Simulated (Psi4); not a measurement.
# C2H6BCl (chlorodimethylborane): the dipole moment, rung by rung

C2H6BCl: 10 atoms, total charge 0, spin state singlet. As SMILES, `CB(C)Cl`. Geometry: optimised at PBE0/def2-TZVP.

Quantity: the dipole moment, in D. The values are calculated.

```
                                 level                    kind  program  value (D)  CPU time
   PBE-D4/def2-TZVPP (density fitting)                     GGA     Psi4       1.50      93 s
r2SCAN-D4/def2-TZVPP (density fitting)                meta-GGA     Psi4       1.60   6.1 min
 B3LYP-D4/def2-TZVPP (density fitting)           global hybrid     Psi4       1.55      79 s
  PBE0-D4/def2-TZVPP (density fitting)           global hybrid     Psi4       1.59      84 s
  wB97M-V/def2-TZVPP (density fitting)  range-separated hybrid     Psi4       1.56   6.4 min
```

The values span 1.50 to 1.60 D. Magnitudes only. Times are those of the runs behind each value, whatever else they computed, on shared processors of several kinds: orders of magnitude only.
